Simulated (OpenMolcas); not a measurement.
Ni2+ (d8) among equal point charges was computed by CASSCF with the d shell active (OpenMolcas, ANO-RCC-VDZP on the metal). Its lowest spin-free states, and all those of the highest spin:

| 2S+1 | Degeneracy | E (cm-1) |
| --- | --- | --- |
| 3 | 1 | 0.0 |
| 3 | 3 | 3349 |
| 3 | 3 | 5978 |
| 1 | 2 | 18109 |
| 1 | 3 | 20431 |
| 3 | 3 | 23484 |
| 1 | 1 | 27654 |
| 1 | 3 | 28367 |
| 1 | 2 | 29649 |
| 1 | 3 | 30301 |
| 1 | 1 | 65655 |

Is the site octahedral, tetrahedral or cube-like, axial, or of lower symmetry?

The states with 2S+1 = 3 have orbital degeneracies 1, 3, 3, 3. Threefold states need a cubic site. For d8 at this spin an octahedron puts the single A2 below the threefold T2 and a tetrahedron or cube puts the threefold T1 below the threefold T2, so the site is octahedral. The first gap at this spin, 3350 cm-1, is |10Dq| in ligand-field theory. The run had Ni2+ among 6 point charges of -2 e arranged as an octahedron (Oh), 2.14 Å from the ion.

Without dynamic correlation the repulsion within the d shell is too large (B by tens of per cent), so at a given field states of lower spin stand too high. Point charges carry no covalency, so the field is a model and not that of real ligands. No measured value stands beside these numbers.
